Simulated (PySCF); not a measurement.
Vertical excitations of a molecule C2H6N2Si from PySCF with TDDFT-B3LYP/def2-SVPD, as energy in eV (oscillator strength): 5.93 (0.002), 6.04 (0.021), 6.06 (0.007), 6.18 (0.006), 6.29 (0.022), 6.47 (0.052), 6.65 (0.023), 6.91 (0.011), 7.01 (0.010), 7.37 (0.051). Lowest triplet (TDA): 4.88 eV. The structure is a stationary point at r2SCAN-D4/def2-SVP. Other conformers were not sampled.

Task: Identify the compound among the candidates.
A) N[Si@H]1C=NC1
B) N#CC[SiH2]N
C) C#C[SiH](N)N

Result: C, C#C[SiH](N)N
